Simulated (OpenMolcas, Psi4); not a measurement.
## Worked example: vertical ionisation energy of SeO2 (selenium dioxide)

SeO2: 3 atoms, total charge 0, spin state singlet. As SMILES, `O=[Se]=O`. The shape is that of a PBE0-D4/def2-TZVP optimisation.

```xyz
3

O     0.4500   -1.2914    0.0948
Se   -0.5159   -0.0677   -0.2613
O     0.0659    1.3591    0.1664
```

Both states at this one shape; open shells run unrestricted unless said. 1 Eh = 27.2114 eV.

```
                                  level     program  singlet SeO2 (Eh)  doublet [SeO2]+ (Eh)
                      revPBE/def2-TZVPP        Psi4       -2551.776728          -2551.358534
        TM/ANO-R3 (sfX2C, RICD fitting)  OpenMolcas       -2579.863176          -2579.446449
                     wB97M-V/def2-TZVPP        Psi4       -2551.828912          -2551.392293
MP2/def2-TZVPP, 11 core orbitals frozen        Psi4       -2550.305770          -2549.854174
```

Question: Work out the vertical ionisation energy at each level.

Answer: 
1. revPBE/def2-TZVPP: -2551.358534 − (-2551.776728) = 0.418194 Eh = 11.38 eV.
2. TM/ANO-R3 (sfX2C, RICD fitting): -2579.446449 − (-2579.863176) = 0.416727 Eh = 11.34 eV.
3. wB97M-V/def2-TZVPP: -2551.392293 − (-2551.828912) = 0.436619 Eh = 11.88 eV.
4. MP2/def2-TZVPP: -2549.854174 − (-2550.305770) = 0.451596 Eh = 12.29 eV.

No measured value is set beside it here; the levels span 11.34 to 12.29 eV. Spin-orbit coupling, which splits open shells on such heavy atoms by tenths of an eV, is left out. All-electron rows are non-relativistic unless named. The second state is spin-contaminated at MP2/def2-TZVPP (⟨S²⟩ = 0.91).
